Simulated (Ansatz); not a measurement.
Geometry optimisation, RKS PBE-D4/STO-3G (Ansatz 0.2.0).

The input (input.yaml):

```yaml
crystal:
  periodic: [false, false, false]
  atoms:
    - { symbol: B, position_ang: [0.8089, -3.277, -0.3446] }
    - { symbol: Si, position_ang: [0.148, -1.8371, 0.8426] }
    - { symbol: C, position_ang: [-0.4564, -0.3527, -0.1611] }
    - { symbol: O, position_ang: [-0.7319, 0.6906, 0.687] }
    - { symbol: B, position_ang: [0.0297, 1.7717, 0.0996] }
    - { symbol: C, position_ang: [-0.3562, 3.2833, -0.2678] }
    - { symbol: S, position_ang: [0.9571, 0.4566, -0.9278] }
    - { symbol: H, position_ang: [0.2693, -4.2704, -0.3568] }
    - { symbol: H, position_ang: [1.658, -3.0052, -1.0573] }
    - { symbol: H, position_ang: [1.2548, -1.4325, 1.7558] }
    - { symbol: H, position_ang: [-0.9774, -2.3421, 1.6713] }
    - { symbol: H, position_ang: [-1.2131, -0.6021, -0.8488] }
    - { symbol: H, position_ang: [-0.8479, 3.8006, 0.5997] }
    - { symbol: H, position_ang: [0.5293, 3.8245, -0.5703] }
    - { symbol: H, position_ang: [-1.0939, 3.2412, -1.092] }
basis:
  gaussian: { orbitals: STO-3G }
hamiltonian:
  xc: pbe
  dispersion: d4
relax:
  f_tol: 0.02
  max_steps: 40
scf:
  lower_state_search: "off"
```

Command:

```bash
$ ansatz run input.yaml --threads 1 --pin off --max-ram 2048MiB --backend cpu --events-out ev --progress --plain --runs-dir out
```

Where does it end, and by what steps?

The forces met the threshold. The force dipped under the threshold on the way, but the program's further checks kept it going. Limits of this set-up: minimal basis. After 37 steps the energy has fallen by 1.719 eV; H8 moved furthest, 1.32 Å.

| step | energy less start (eV) | largest force component (eV/Å) | accepted |
| --- | --- | --- | --- |
| 0 | 0.0000 | 5.757 | yes |
| 2 | -1.5178 | 1.423 | yes |
| 4 | -1.6868 | 0.159 | yes |
| 6 | -1.6963 | 0.042 | yes |
| 8 | -1.7027 | 0.067 | yes |
| 10 | -1.7030 | 0.211 | no |
| 12 | -1.7060 | 0.134 | yes |
| 14 | -1.7085 | 0.142 | yes |
| 16 | -1.7041 | 0.438 | no |
| 18 | -1.7125 | 0.123 | yes |
| 20 | -1.7163 | 0.040 | yes |
| 22 | -1.7151 | 0.207 | no |
| 24 | -1.7174 | 0.021 | yes |
| 26 | -1.7181 | 0.057 | yes |
| 28 | -1.7186 | 0.035 | yes |
| 30 | -1.7188 | 0.026 | yes |
| 32 | -1.7189 | 0.006 | yes |
| 34 | -1.7190 | 0.014 | yes |
| 36 | -1.7190 | 0.027 | yes |
| 37 | -1.7191 | 0.016 | yes |

```xyz
15
Properties=species:S:1:pos:R:3
B 0.971 -3.212 -0.208
Si 0.084 -1.780 0.796
C -0.670 -0.448 -0.343
O -1.127 0.793 0.405
B -0.279 1.655 -0.321
C -0.170 3.211 -0.095
S 0.518 0.489 -1.440
H 1.380 -4.170 0.349
H 1.133 -3.157 -1.378
H 1.064 -1.122 1.656
H -0.972 -2.308 1.655
H -1.536 -0.847 -0.928
H -0.827 3.549 0.728
H 0.864 3.518 0.156
H -0.456 3.777 -1.003
```

Whether the end is a true minimum wasn't checked by a vibrational analysis.

The run took 2 min on 1 thread of Arm Neoverse V2, on a shared host, peak memory 0.17 GiB.
